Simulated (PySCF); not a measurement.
C₂H₇BrGe.

```xyz
11

Ge     0.7776     0.3284     0.0000
C      1.5066    -0.4759     1.6314
C      1.5066    -0.4759    -1.6314
Br    -1.5368    -0.0823     0.0000
H      0.9328     1.8748     0.0000
H      2.5984    -0.2901     1.6856
H      1.0214    -0.0379     2.5242
H      1.3255    -1.5679     1.6244
H      1.0214    -0.0379    -2.5242
H      2.5984    -0.2901    -1.6856
H      1.3255    -1.5679    -1.6244
```
Charge 0, spin multiplicity 1.

Coordinates come from a PBE-D3(BJ)/def2-SVP optimisation.

Calculation: PBE/pcSseg-1 in PySCF. Non-relativistic, no solvent.

Computed absolute GIAO shielding of each atom: isotropic value and principal components (ppm):
```tsv
atom	σ(iso)	σ11	σ22	σ33	span
Ge1	1191.2	1038.7	1225.9	1309.1	270.5
C2	170.9	157.5	168.9	186.3	28.9
C3	170.9	157.5	168.9	186.3	28.9
Br4	2595.4	2415.0	2510.5	2860.6	445.7
H5	25.3	18.6	20.9	36.5	17.9
H6	30.5	25.4	27.1	38.8	13.4
H7	30.0	25.1	27.8	37.1	12.0
H8	30.2	26.0	28.2	36.4	10.4
H9	30.0	25.1	27.8	37.1	12.0
H10	30.5	25.4	27.1	38.8	13.4
H11	30.2	26.0	28.2	36.4	10.4
```
